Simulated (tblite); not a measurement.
Species: C₂H₈OSeSi.
SMILES with atom numbers: `[CH3:1][CH2:2][Se@@:3](=[O:4])[SiH3:5]` (hydrogens: H6, H7, H8 on C1; H9, H10 on C2; H11, H12, H13 on Si5)

Computed with GFN2-xTB (tblite), gas phase: L-BFGS steps from a force-field or distance-geometry start until the largest atomic force falls under 0.01 eV/Å.

Step 37: E = -471.1873 eV
```
atom  x, y, z in Å  |  force x, y, z in eV/Å
C1     -1.6199    0.3697   -0.1738   -0.063   0.003   0.031
C2     -0.8900   -0.9278    0.0794    0.019  -0.067  -0.024
Se3     0.7813   -0.9815   -1.0134    0.066   0.006   0.063
O4      0.4815   -0.0245   -2.2825    0.030  -0.040   0.030
Si5     2.0061    0.4089    0.4447    0.043   0.026  -0.004
H6     -0.9648    1.2259   -0.0118   -0.047  -0.016  -0.004
H7     -1.9703    0.3836   -1.2039    0.093   0.112  -0.037
H8     -2.4845    0.4570    0.4786   -0.059   0.009   0.075
H9     -1.4953   -1.7790   -0.2328   -0.038  -0.084  -0.054
H10    -0.5954   -1.0745    1.1182   -0.006   0.056   0.028
H11     1.6511    1.8082    0.2109    0.020  -0.028   0.007
H12     3.4229    0.1529    0.1753   -0.061   0.009  -0.026
H13     1.6729   -0.0183    1.8098    0.005   0.014  -0.085
```

Step 38: E = -471.1899 eV
```
atom  x, y, z in Å  |  force x, y, z in eV/Å
C1     -1.6134    0.3730   -0.1688   -0.062   0.010   0.022
C2     -0.8842   -0.9240    0.0828   -0.023  -0.086   0.005
Se3     0.7778   -0.9893   -1.0167    0.122   0.031   0.058
O4      0.4745   -0.0425   -2.2929    0.026  -0.044   0.047
Si5     2.0020    0.4089    0.4385   -0.022   0.010  -0.036
H6     -0.9654    1.2278    0.0197   -0.034   0.016   0.002
H7     -1.9380    0.3986   -1.2068    0.079   0.115  -0.051
H8     -2.4937    0.4480    0.4634   -0.061   0.010   0.075
H9     -1.4933   -1.7722   -0.2279   -0.059  -0.114  -0.056
H10    -0.5913   -1.0703    1.1223    0.007   0.047   0.017
H11     1.6379    1.8049    0.2089    0.015   0.004   0.001
H12     3.4180    0.1646    0.1791    0.016  -0.007  -0.050
H13     1.6648   -0.0272    1.7971   -0.003   0.007  -0.036
```

Step 39: E = -471.1929 eV
```
atom  x, y, z in Å  |  force x, y, z in eV/Å
C1     -1.6083    0.3766   -0.1628   -0.051   0.019  -0.002
C2     -0.8788   -0.9210    0.0859   -0.082  -0.085   0.032
Se3     0.7765   -0.9978   -1.0185    0.147   0.049   0.047
O4      0.4684   -0.0650   -2.3045    0.027  -0.045   0.066
Si5     1.9980    0.4095    0.4307   -0.077  -0.003  -0.061
H6     -0.9686    1.2302    0.0550   -0.032   0.031   0.016
H7     -1.9022    0.4183   -1.2100    0.058   0.106  -0.029
H8     -2.5056    0.4376    0.4486   -0.031   0.006   0.040
H9     -1.4920   -1.7666   -0.2249   -0.060  -0.120  -0.044
H10    -0.5881   -1.0644    1.1269    0.015   0.024  -0.005
H11     1.6250    1.8020    0.2072    0.007   0.043  -0.007
H12     3.4138    0.1775    0.1830    0.091  -0.022  -0.074
H13     1.6577   -0.0366    1.7821   -0.012  -0.003   0.021
```

Step 40: E = -471.1965 eV
```
atom  x, y, z in Å  |  force x, y, z in eV/Å
C1     -1.6116    0.3798   -0.1560    0.016  -0.013  -0.014
C2     -0.8774   -0.9178    0.0862   -0.124  -0.053   0.056
Se3     0.7802   -1.0051   -1.0129    0.132   0.044   0.034
O4      0.4725   -0.0947   -2.3148    0.022  -0.031   0.072
Si5     1.9997    0.4126    0.4225   -0.112  -0.013  -0.065
H6     -0.9835    1.2330    0.0870    0.017   0.075   0.053
H7     -1.8782    0.4403   -1.2078    0.003   0.084  -0.076
H8     -2.5198    0.4258    0.4397   -0.043  -0.005   0.022
H9     -1.4888   -1.7620   -0.2328   -0.061  -0.118  -0.017
H10    -0.5947   -1.0588    1.1301    0.025  -0.015  -0.030
H11     1.6239    1.8028    0.2065   -0.010   0.090  -0.018
H12     3.4144    0.1880    0.1839    0.160  -0.034  -0.097
H13     1.6590   -0.0434    1.7671   -0.025  -0.012   0.081
```

**Question.** Estimate the geometry and energy of step 41. (The exact step hangs on the optimiser's Hessian estimate; all steps are aligned on step 40, rigid shifts and turns removed.)

**Answer.** E = -471.1980 eV, largest force 0.217 eV/Å
```
atom  x, y, z in Å  |  force x, y, z in eV/Å
C1     -1.6028    0.3855   -0.1470   -0.032   0.092  -0.095
C2     -0.8720   -0.9159    0.0931   -0.170  -0.040   0.029
Se3     0.7841   -1.0177   -1.0144    0.047   0.037   0.018
O4      0.4644   -0.1301   -2.3301    0.033  -0.034   0.097
Si5     1.9891    0.4135    0.4073   -0.046   0.012  -0.029
H6     -0.9856    1.2374    0.1470   -0.097  -0.056   0.026
H7     -1.8177    0.4770   -1.2164   -0.001   0.044   0.180
H8     -2.5405    0.4091    0.4169    0.159   0.011  -0.148
H9     -1.4874   -1.7595   -0.2279   -0.023  -0.058   0.028
H10    -0.5911   -1.0478    1.1395    0.025  -0.069  -0.076
H11     1.6012    1.8020    0.2023   -0.007   0.091  -0.022
H12     3.4106    0.2069    0.1840    0.130  -0.029  -0.102
H13     1.6436   -0.0599    1.7444   -0.016  -0.001   0.095
```

The energy changes by -0.0015 eV. The first-order estimate −F·Δx gives -0.0062 eV and the mean of the old and new forces, exact on a quadratic surface, -0.0011 eV. The step makes an angle of 83° with the force vector and moves no atom by more than 0.071 Å.

What follows is the cost of the whole relaxation. The run took 1.8 s wall, 1.6 s CPU on one thread of an Intel Xeon at 2.50 GHz, shared host with 64 logical CPUs at a one-minute load of 63.
